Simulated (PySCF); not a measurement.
Calculation: TPSSh-D3(BJ)/def2-TZVP // PBE-D3(BJ)/def2-SVP run with PySCF. All species are isolated molecules in the gas phase. One relaxed conformer stands for a flexible species; it need not be the lowest. 

Reference species: [Zn(CH3)(F)] (neutral, multiplicity 1).

| Quantity | Result |
|---|---|
| HOMO–LUMO gap | 7.21 eV |
| coordination number | 2 |

Changed species: [Zn(CH3)(NH2)] (Y = NH2; the reference has Y = F).

Task: Give the shifts of the HOMO–LUMO gap and coordination number.

Result: the HOMO–LUMO gap falls by 1.62 eV, to 5.59 eV; the coordination number stays essentially unchanged.
